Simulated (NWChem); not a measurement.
Molecule: SiHSeCl3; SMILES Cl[Si](Cl)([SeH])Cl

```xyz
6

Cl    -0.5208     0.9456    -1.7770
Si     0.0683     0.4274     0.1162
Cl     1.9080     1.2754     0.4259
Cl    -1.2636     1.1862     1.4710
Se     0.0787    -1.8023     0.4386
H      1.0752    -2.0045    -0.6279
```
Atoms are numbered in this order, from 1.

Computed with NWChem. STO-3G and 3-21G are far too small for this property and stand as cheap habits. Geometry: optimised at PBE0/def2-SVP. GIAO values for the isolated, static molecule; σ is the absolute isotropic shielding, δ = σ(reference) − σ with the isolated reference molecule computed at the same levels (1H: tetramethylsilane, 29Si: tetramethylsilane). Spin-orbit effects, on the heavy nuclei and on their neighbours, are missing.

```tsv
level	σ Cl1 (ppm)	δ Si2 (ppm)	σ Cl4 (ppm)	σ Se5 (ppm)	δ H6 (ppm)
Hartree-Fock/STO-3G	[?]	[?]	[?]	[?]	[?]
PBE0/pcSseg-1	720.3	45.1	769.2	1861.6	1.88
PBE/pcSseg-1	673.0	43.4	730.3	1773.8	1.81
```

Question: Complete the blanks.

Answer: 
- Hartree-Fock/STO-3G, σ Cl1 (ppm): 1158.9
- Hartree-Fock/STO-3G, δ Si2 (ppm): 48.4
- Hartree-Fock/STO-3G, σ Cl4 (ppm): 1164.7
- Hartree-Fock/STO-3G, σ Se5 (ppm): 2772.7
- Hartree-Fock/STO-3G, δ H6 (ppm): 0.23
